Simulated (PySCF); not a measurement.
CH₈ClO₂Si₃ (doublet state).
Z-matrix (Å and degrees, GFN2-xTB geometry), rows numbered from 1:
```
Si
O   1  1.6236
Si  2  1.6170  1  162.64
O   3  1.6206  2  110.39  1   -70.86
C   4  1.4123  3  127.66  2    43.49
Si  5  1.9022  4  105.70  3  -155.18
Cl  6  2.0181  5  108.46  4   178.13
H   1  1.4548  2  106.66  3  -104.36
H   1  1.4601  2  109.17  3    21.20
H   3  1.4480  2  108.11  1   178.46
H   3  1.4618  2  106.31  1    50.86
H   5  1.0960  4  109.71  3   -33.53
H   5  1.0961  4  109.11  3    83.26
H   6  1.4601  5  109.97  4    59.31
H   6  1.4608  5  109.52  4   -63.47
```

The hyperfine couplings belong to this conformer and change with its torsions.

The species is `[SiH2]O[SiH2]OC[SiH2]Cl` [radical].

Level of theory: UKS B3LYP, pcH-1 on C Cl H O Si, non-relativistic, mean-field spin-orbit, GIAO in PySCF. One conformer (not necessarily the lowest) at the GFN2-xTB geometry, without solvent, vibrations or thermal averaging. Couplings are sensitive to structure, and on GFN2-xTB geometries they can be far from those on DFT ones, by a factor of two or more for some ions and for spin on atoms past the first row. The SCF solution wasn't tested for stability.

(1) What is the g tensor, term by term?

(2) What are the electron Larmor frequencies g μB B/h along the three axes at 3350 mT?

(3) What effective moment and Curie constant follow for a powder?

(4) How much does each term add to the isotropic shift?

(5) In a frozen sample, at which fields do the three g values resonate at 9.5, 34, 94 and 263 GHz (hyperfine left aside), and which band first spreads them over more than twice a line width of 1.0 mT?

Results:

(1) 
```tsv
Δg (ppm)	1	2	3
relativistic mass correction	-147	-147	-147
gauge correction	58	17	49
orbital Zeeman/spin–orbit	-803	-58	1950
total	-892	-188	1852
```

So g = 2.00143, 2.00213, 2.00417 and g_iso = 2.00258; the tensor is rhombic: the two nearest values differ by 26 % of g3 − g1. Axes: g3 points within 9° of the Si1–O2 bond.

(2) 93.8418, 93.8748, 93.9704 GHz for g1, g2 and g3, a range of 128.6 MHz.

(3) With the mean of g² = 4.0103 and S(S+1) = 0.75: μ_eff = √(⟨g²⟩S(S+1)) = 1.734 μB and χT = 0.12505·⟨g²⟩·S(S+1) = 0.376 cm³ K/mol (cgs; spin-Hamiltonian part alone).

(4) The orbital-Zeeman/spin–orbit term 363, the mass correction -147 and the gauge correction 42 ppm, for a total of 257 ppm. The orbital-Zeeman/spin–orbit term is the largest in size. The mass correction is the same along every axis, so the anisotropy comes from the other two: their spans along these axes are 41 (gauge) and 2752 ppm (orbital Zeeman/spin–orbit).

(5) 
| band | GHz | B(g3) mT | B(g2) mT | B(g1) mT | spread mT |
| --- | --- | --- | --- | --- | --- |
| X | 9.5 | 338.67 | 339.02 | 339.13 | 0.46 |
| Q | 34.0 | 1212.08 | 1213.32 | 1213.75 | 1.66 |
| W | 94.0 | 3351.05 | 3354.47 | 3355.65 | 4.59 |
| J | 263.0 | 9375.82 | 9385.37 | 9388.68 | 12.85 |

The spread grows in proportion to the frequency. W band is the first where it exceeds 2.0 mT.

The largest Mulliken spin population is on Si1 (+0.88). The angles at Si1 add up to 331.4°, so it is pyramidal.

The HOMO–LUMO gaps are 5.64 eV among the α and 5.28 eV among the β orbitals.
